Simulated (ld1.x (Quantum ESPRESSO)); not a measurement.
## Ranking ultrasoft potentials for arsenic

All share these settings but for the change named:

As, ultrasoft, made with ld1.x (Quantum ESPRESSO) 7.5 (PBE, scalar-relativistic). Core [Ar] 3d10, reference 4s2 4p3. Waves: 4s (bound): rcut 1.25, rcutus 1.70 bohr; 4s channel at 3.4 Ry: rcut 1.25, rcutus 1.70 bohr; 4p (bound): rcut 1.45, rcutus 1.60 bohr; 4p channel at 0.3 Ry: rcut 1.45, rcutus 1.60 bohr. Local part: all-electron potential smoothed inside 1.30 bohr (lloc = -1). Core correction: none. Augmentation charge: PSQ, inside the norm-conserving radii.

Test errors are all-electron minus pseudo excitation energies from the reference, over 4s2 4p2; 4s2 4p1; 4s2 4p0; 4s2 4p3.3; 4s1 4p3; 4s1 4p0; 4s0 4p5. None of these files shows a bound ghost.

The base gives 71.3 meV.

Of 9 variants that were run, those that failed, showed a ghost or another fault, or gave nearly equal values are left out.

A variant can come out equal or close to the base, since the largest error may sit in a test that the change hardly touches while other tests move.

**Question.** Rank these variants by their largest absolute test error, smallest first.
A. core correction a·sin(br)/r model core inside 1.24 bohr
B. type TM; waves now 4p (bound): rc 1.60 bohr; 4s (bound): rc 1.70 bohr; local potential the s channel
C. functional LDA (PZ)
D. local potential all-electron potential smoothed inside 1.94 bohr (lloc = -1)

**Answer.** D (72.7 meV), B (109.8 meV), C (318.5 meV), A (465.1 meV).
